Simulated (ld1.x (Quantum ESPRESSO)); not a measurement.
# Cutoff test, helium, TM

ld1.x (Quantum ESPRESSO) 7.5 input, shortened:

```
&input
   title='He', zed=2., rel=0, dft='BP', iswitch=3,
   config='[He] 2p-2'
 /
 &inputp
   pseudotype=2, tm=.true., lloc=-1, rcloc=0.70,
   nlcc=.false.
 /
2
1S  1  0   2.00   0.00  0.80  0.80  0.0
2P  2  1  -2.00   0.45  0.85  0.85  0.0
 &test
   configts(1)='1s2'
 /
```

The pseudo-atom Hamiltonian at the reference potential is diagonalised in spherical Bessel functions j_l(qr) that vanish at 20 bohr, with q² up to the cutoff. All-electron valence levels (Ry): 1s -1.1678.

How do the lowest levels (Ry) of each channel move with the cutoff, and are there ghosts?

| cutoff (Ry) | s #1 | s #2 | p #1 | p #2 | d #1 | d #2 | f #1 | f #2 | Σ f·Δε (mRy) |
| --- | --- | --- | --- | --- | --- | --- | --- | --- | --- |
| 8 | -0.6529 | 0.0178 | 0.0426 | 0.1189 | 0.0819 | 0.1951 | 0.1220 | 0.2672 | 1029.8 |
| 15 | -0.8253 | 0.0147 | 0.0426 | 0.1188 | 0.0819 | 0.1950 | 0.1220 | 0.2672 | 685.2 |
| 30 | -1.0177 | 0.0119 | 0.0426 | 0.1188 | 0.0819 | 0.1950 | 0.1220 | 0.2672 | 300.3 |
| 45 | -1.1039 | 0.0107 | 0.0426 | 0.1188 | 0.0819 | 0.1950 | 0.1220 | 0.2672 | 127.9 |
| 70 | -1.1550 | 0.0101 | 0.0426 | 0.1188 | 0.0819 | 0.1950 | 0.1220 | 0.2672 | 25.6 |
| 100 | -1.1661 | 0.0099 | 0.0426 | 0.1188 | 0.0819 | 0.1950 | 0.1220 | 0.2672 | 3.4 |
| 160 | -1.1673 | 0.0099 | 0.0426 | 0.1188 | 0.0819 | 0.1950 | 0.1220 | 0.2671 | 1.1 |
| 230 | -1.1677 | 0.0099 | 0.0426 | 0.1188 | 0.0819 | 0.1950 | 0.1220 | 0.2671 | 0.2 |
| 400 | -1.1678 | 0.0099 | 0.0426 | 0.1188 | 0.0819 | 0.1950 | 0.1220 | 0.2671 | 0.0 |

Result: no extra level below or beside the all-electron valence levels (s, p, d, f tested); 10 mRy is reached at 90 Ry and 1 mRy at 180 Ry.
